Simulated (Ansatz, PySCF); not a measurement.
Sn(H)(OH)2(NH2) (H₅NO₂Sn), SMILES [NH2][SnH]([OH])[OH]. Atoms are numbered in the order given.

```xyz
9

Sn     0.0724    -0.0145     0.2602
N     -1.4983    -1.1975    -0.2719
O     -0.3706     1.7097    -0.6387
O      1.7319    -0.7226    -0.5817
H      0.4450     0.1525     1.9251
H     -1.9532    -1.6689     0.5098
H     -2.2059    -0.6535    -0.7679
H      0.4256     2.1825    -0.9200
H      1.5168    -1.2193    -1.3846
```

Geometry: B3LYP-D3(BJ)/def2-SVP. The structure was generated by enumeration; whether it is a known compound was not checked. The def2 effective core potentials stand for the cores of Sn; spin–orbit coupling is left out. The values are those of a single conformer.

Two levels are set side by side: PBE-D3(BJ)/def2-SVP (Ansatz, a quantum-chemistry and plane-wave program) and B3LYP-D3(BJ)/def2-SVP (Ansatz). Each level has its own optimised geometry; the coordinates shown are those of the second. Frequencies come from the Hessian of PySCF at each geometry. Differences are taken from unrounded values.

```json
[
 {"quantity": "mean bond length (Å)", "B3LYP-D3(BJ)": "1.464", "PBE-D3(BJ)": "1.477", "PBE-D3(BJ) minus B3LYP-D3(BJ)": "0.013"},
 {"quantity": "bond Sn1–N2 (Å)", "B3LYP-D3(BJ)": "2.037", "PBE-D3(BJ)": "2.054", "PBE-D3(BJ) minus B3LYP-D3(BJ)": "0.017"},
 {"quantity": "bond Sn1–O3 (Å)", "B3LYP-D3(BJ)": "1.994", "PBE-D3(BJ)": "2.012", "PBE-D3(BJ) minus B3LYP-D3(BJ)": "0.018"},
 {"quantity": "bond Sn1–O4 (Å)", "B3LYP-D3(BJ)": "1.991", "PBE-D3(BJ)": "2.007", "PBE-D3(BJ) minus B3LYP-D3(BJ)": "0.016"},
 {"quantity": "bond Sn1–H5 (Å)", "B3LYP-D3(BJ)": "1.714", "PBE-D3(BJ)": "1.729", "PBE-D3(BJ) minus B3LYP-D3(BJ)": "0.014"},
 {"quantity": "bond N2–H6 (Å)", "B3LYP-D3(BJ)": "1.020", "PBE-D3(BJ)": "1.029", "PBE-D3(BJ) minus B3LYP-D3(BJ)": "0.009"},
 {"quantity": "bond N2–H7 (Å)", "B3LYP-D3(BJ)": "1.021", "PBE-D3(BJ)": "1.030", "PBE-D3(BJ) minus B3LYP-D3(BJ)": "0.009"},
 {"quantity": "bond O3–H8 (Å)", "B3LYP-D3(BJ)": "0.968", "PBE-D3(BJ)": "0.977", "PBE-D3(BJ) minus B3LYP-D3(BJ)": "0.009"},
 {"quantity": "bond O4–H9 (Å)", "B3LYP-D3(BJ)": "0.968", "PBE-D3(BJ)": "0.978", "PBE-D3(BJ) minus B3LYP-D3(BJ)": "0.009"},
 {"quantity": "highest harmonic wavenumber (cm⁻¹)", "B3LYP-D3(BJ)": "3824", "PBE-D3(BJ)": "3709", "PBE-D3(BJ) minus B3LYP-D3(BJ)": "-115"},
 {"quantity": "mean harmonic wavenumber (cm⁻¹)", "B3LYP-D3(BJ)": "1205", "PBE-D3(BJ)": "1173", "PBE-D3(BJ) minus B3LYP-D3(BJ)": "-32"},
 {"quantity": "zero-point energy (kcal/mol)", "B3LYP-D3(BJ)": "36.18", "PBE-D3(BJ)": "35.21", "PBE-D3(BJ) minus B3LYP-D3(BJ)": "-0.97"}
]
```

GGA bonds tend to be longer and softer than those of functionals with exact exchange. Differences between two approximate levels are no errors against the true value.
